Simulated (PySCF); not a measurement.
**PySCF run on S2Sn**

The script input.py:

```python
from pyscf import gto, scf

mol = gto.M(
    atom='Sn 0 0 0; S 0 0 2.1766; S 0 0 -2.1766',
    basis='x2c-svpall',
    charge=0,
    spin=0,
    symmetry=True,
    verbose=4,
)
mf = scf.RHF(mol)
mf = mf.sfx2c1e()
mf.kernel()
mf.analyze()
print('orbital energies (hartree):', mf.mo_energy[..., max(0, mol.nelec[1]-3):mol.nelec[0]+3].round(4))
```

```bash
$ OMP_NUM_THREADS=1 python input.py
```

Output (some set-up lines removed):

```
PySCF version 2.14.0

[INPUT] verbose = 4
[INPUT] num. atoms = 3
[INPUT] num. electrons = 82
[INPUT] charge = 0
[INPUT] spin (= nelec alpha-beta = 2S) = 0
[INPUT] symmetry True subgroup None
[INPUT] Mole.unit = angstrom
[INPUT] Symbol           X                Y                Z      unit          X                Y                Z       unit  Magmom
[INPUT]  1 Sn     0.000000000000   0.000000000000   0.000000000000 AA    0.000000000000   0.000000000000   0.000000000000 Bohr   0.0
[INPUT]  2 S      0.000000000000   0.000000000000   2.176600000000 AA    0.000000000000   0.000000000000   4.113177882728 Bohr   0.0
[INPUT]  3 S      0.000000000000   0.000000000000  -2.176600000000 AA    0.000000000000   0.000000000000  -4.113177882728 Bohr   0.0

nuclear repulsion = 420.113121597795
point group symmetry = Dooh
symmetry origin: [0. 0. 0.]
symmetry axis x: [1. 0. 0.]
symmetry axis y: [0. 1. 0.]
symmetry axis z: [0. 0. 1.]
num. orbitals of irrep A1g = 17
num. orbitals of irrep E1gx = 7
num. orbitals of irrep E1gy = 7
num. orbitals of irrep A1u = 13
num. orbitals of irrep E1uy = 9
num. orbitals of irrep E1ux = 9
num. orbitals of irrep E2gx = 4
num. orbitals of irrep E2gy = 4
num. orbitals of irrep E2uy = 1
num. orbitals of irrep E2ux = 1
number of shells = 9
number of NR pGTOs = 177
number of NR cGTOs = 72
basis = x2c-svpall
ecp = {}

******** <class 'pyscf.x2c.sfx2c1e.sfX2C1eSymAdaptedRHF'> ********
method = sfX2C1eSymAdaptedRHF
initial guess = minao
damping factor = 0
level_shift factor = 0
DIIS = <class 'pyscf.scf.diis.CDIIS'>
diis_start_cycle = 1
diis_space = 8
diis_damp = 0
SCF conv_tol = 1e-09
SCF conv_tol_grad = None
SCF max_cycles = 50
direct_scf = True
direct_scf_tol = 1e-13

******** <class 'pyscf.x2c.sfx2c1e.SpinFreeX2CHelper'> ********
approx = 1e
xuncontract = 1
Freeze 0 electrons in irreps []
    82 free electrons in irreps A1g E1gx E1gy A1u E1uy E1ux E2gx E2gy E2uy E2ux
Set gradient conv threshold to 3.16228e-05
Initial guess from minao.
init E= -6970.36659322444
HOMO (E1gy) = -0.323566402686437  LUMO (A1g) = -0.0798002925338013  gap/eV = 6.63321
cycle= 1 E= -6970.13041265588  delta_E= 0.236  |g|= 0.415  |ddm|= 2.34
HOMO (E1gy) = -0.350392763158335  LUMO (E1ux) = -0.0145246547499605  gap/eV = 9.13944
cycle= 2 E= -6970.16720487777  delta_E= -0.0368  |g|= 0.301  |ddm|= 1.19
HOMO (E1gy) = -0.365558307197996  LUMO (A1g) = 0.0201592774866033  gap/eV = 10.49591
cycle= 3 E= -6970.19807128547  delta_E= -0.0309  |g|= 0.0215  |ddm|= 0.514
HOMO (E1gy) = -0.363626686579038  LUMO (E1ux) = 0.0249434511947169  gap/eV = 10.57353
cycle= 4 E= -6970.19838677896  delta_E= -0.000315  |g|= 0.00492  |ddm|= 0.0568
HOMO (E1gy) = -0.363978935844189  LUMO (E1ux) = 0.0241222887678403  gap/eV = 10.56077
cycle= 5 E= -6970.19839963285  delta_E= -1.29e-05  |g|= 0.000817  |ddm|= 0.0107
HOMO (E1gy) = -0.363792716086141  LUMO (E1ux) = 0.0241310238946137  gap/eV = 10.55594
cycle= 6 E= -6970.19840000808  delta_E= -3.75e-07  |g|= 0.000157  |ddm|= 0.0021
HOMO (E1gy) = -0.363831718378716  LUMO (E1ux) = 0.0241085085248731  gap/eV = 10.55639
cycle= 7 E= -6970.19840002795  delta_E= -1.99e-08  |g|= 5.29e-05  |ddm|= 0.000422
HOMO (E1gy) = -0.363825848183758  LUMO (E1ux) = 0.0241118131345801  gap/eV = 10.55632
cycle= 8 E= -6970.19840003144  delta_E= -3.49e-09  |g|= 1.48e-05  |ddm|= 0.000248
HOMO (E1gy) = -0.363825997840906  LUMO (E1ux) = 0.0241123428486709  gap/eV = 10.55634
cycle= 9 E= -6970.1984000317  delta_E= -2.66e-10  |g|= 2.09e-06  |ddm|= 8.5e-05
HOMO (E1gy) = -0.363826178943041  LUMO (E1ux) = 0.0241124108641779  gap/eV = 10.55635
Extra cycle  E= -6970.1984000317  delta_E= 2.73e-12  |g|= 9.17e-07  |ddm|= 8.78e-06
converged SCF energy = -6970.1984000317
**** SCF Summaries ****
Total Energy =                       -6970.198400031699748
Nuclear Repulsion Energy =             420.113121597794759
One-electron Energy =               -10428.205628818564946
Two-electron Energy =                 3037.894107189070382
Two-electron Coulomb Energy =         3252.223054372122078
DFT Exchange-Correlation Energy =     -214.328947183051696
HOMO-LUMO gap [eV] =                    10.556346719298679
Wave-function symmetry id = 0
**** MO energy ****
[30 lines left out]
MO #31 (E2gy #2), energy= -1.39917250141672 occ= 2
MO #32 (E1gx #3), energy= -1.39665556270814 occ= 2
MO #33 (E1gy #3), energy= -1.39665556270814 occ= 2
MO #34 (A1g #10), energy= -0.929911775671283 occ= 2
MO #35 (A1u #7), energy= -0.916396344307133 occ= 2
MO #36 (A1g #11), energy= -0.572108201932483 occ= 2
MO #37 (A1u #8), energy= -0.438478988248925 occ= 2
MO #38 (E1uy #5), energy= -0.409650213676648 occ= 2
MO #39 (E1ux #5), energy= -0.409650213676648 occ= 2
MO #40 (E1gx #4), energy= -0.363826178943041 occ= 2
MO #41 (E1gy #4), energy= -0.363826178943041 occ= 2
MO #42 (E1uy #6), energy= 0.0241124108641779 occ= 0
MO #43 (E1ux #6), energy= 0.0241124108641779 occ= 0
MO #44 (A1g #12), energy= 0.02722615864304 occ= 0
[28 lines left out]
 ** Mulliken pop on meta-lowdin orthogonal AOs  **
 ** Mulliken pop  **
pop of  0 Sn 1s           2.00000
pop of  0 Sn 2s           2.00000
pop of  0 Sn 3s           2.00000
pop of  0 Sn 4s           1.99998
pop of  0 Sn 5s           1.21919
pop of  0 Sn 6s           0.01007
pop of  0 Sn 2px          2.00000
pop of  0 Sn 2py          2.00000
pop of  0 Sn 2pz          2.00000
pop of  0 Sn 3px          2.00000
pop of  0 Sn 3py          2.00000
pop of  0 Sn 3pz          1.99999
[60 lines left out]
 ** Mulliken atomic charges  **
charge of    0Sn =      0.87672
charge of    1S =     -0.43836
charge of    2S =     -0.43836
Dipole moment(X, Y, Z, Debye):  0.00000, -0.00000,  0.00000
orbital energies (hartree): [-0.4097 -0.3638 -0.3638  0.0241  0.0241  0.0272]
```

In short: E(SCF) = -6970.198400 Eh, 9 cycles, μ(SCF) = 0.00 D.

Run time: 3.5 s on 1 thread of Arm Neoverse N1 (shared host), peak memory 0.16 GiB.
